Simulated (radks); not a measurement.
Problem. The table gives one normalised radial function P(r) = r R(r) (large component) of Er2+ in [Kr] 4d10 4f12 5s1.5 5p6 6s0.5 (r in bohr). All-electron calculation, Dirac Kohn-Sham, BLYP, spin-unpolarised, spherical densities, finite nucleus; open shells are shared between the two j in proportion to 2j + 1; Fermi nuclear charge, rms radius 5.2516 fm. Program: a radial shooting solver on a logarithmic mesh with Libxc functionals.

r,P
0.003903,0.0201
0.005289,0.0300
0.007168,0.0450
0.009715,0.0671
0.01317,0.0981
0.01784,0.1384
0.02418,0.1841
0.03251,0.2215
0.04407,0.2278
0.05972,0.1666
0.08094,0.0148
0.1097,-0.1932
0.1487,-0.3288
0.2015,-0.2230
0.2731,0.1407
0.3671,0.4652
0.4975,0.3761
0.6743,-0.1763
0.9139,-0.7680
1.239,-0.9750
1.679,-0.7571
2.275,-0.3893
3.083,-0.1282
4.145,-0.0254
5.618,-0.0023
7.613,-0.0001
10.32,0.0000

Which n and l does it have? It may be an empty orbital.

Solution. n = 5, l = 1: the number of nodes gives n - l - 1 = 3, the rise at small r points to l (for j = l - 1/2 the large component starts outside the nucleus as r^gamma with gamma = sqrt(l^2 - (Z/c)^2) = 0.87 and the r^(l+1) term takes over further out; the orbital of l - 1 with the same j starts with the same power, but with a larger coefficient, and does not steepen), and the extent must fit the shell. The curve is that of 5p1/2; the two j differ most near the nucleus, where j = l - 1/2 has the larger amplitude, and in heavy atoms j = l - 1/2 is also the more compact. 5p1/2: eigenvalue -47.267 eV, 3 radial nodes at r = 0.0828, 0.246, 0.621 bohr, <r> = 1.40 bohr, 90 % of the charge inside 2.06 bohr.
